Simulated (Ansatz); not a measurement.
CH9NSi3 (`[SiH3]/N=C\[SiH2][SiH3]`), relaxed with RKS PBE0-D4/def2-TZVP in Ansatz 0.2.0 from a PBE-D4/def2-SVP geometry. The force threshold is 0.005 eV/Å; the program also tests the step.

Charge 0, multiplicity 1.

Start:

```xyz
14

Si    0.432    1.710    1.556
N    -0.443    0.214    1.896
C    -0.470   -0.905    1.277
Si    0.462   -1.395   -0.348
Si   -0.600   -0.316   -2.155
H     1.315    1.970    2.745
H     1.279    1.723    0.300
H    -0.601    2.795    1.449
H    -1.133   -1.708    1.695
H     0.390   -2.892   -0.514
H     1.906   -0.974   -0.273
H     0.095   -0.599   -3.461
H    -2.025   -0.796   -2.250
H    -0.608    1.171   -1.916
```

Problem. How much energy does the relaxation release, and in how many steps? (Estimate.)

Solution. The calculation gave: 6.05 kJ/mol, in 14 steps, 2 of them rejected.

Problem. Which bonds change most? (An estimate is asked.)

Solution. The calculation gave: Si1–N2 from 1.766 to 1.738 Å; C3–Si4 from 1.936 to 1.915 Å; Si1–H7 from 1.515 to 1.493 Å; Si4–H11 from 1.507 to 1.487 Å.

Problem. Give the relaxed structure. (An estimate is asked.)

Solution. The calculation gave: 
```xyz
14

Si    0.442    1.683    1.584
N    -0.439    0.218    1.898
C    -0.473   -0.871    1.258
Si    0.458   -1.337   -0.349
Si   -0.613   -0.331   -2.172
H     1.337    1.914    2.744
H     1.257    1.671    0.333
H    -0.558    2.774    1.490
H    -1.135   -1.660    1.655
H     0.404   -2.819   -0.482
H     1.880   -0.910   -0.268
H     0.100   -0.638   -3.441
H    -2.008   -0.838   -2.269
H    -0.653    1.143   -1.980
```
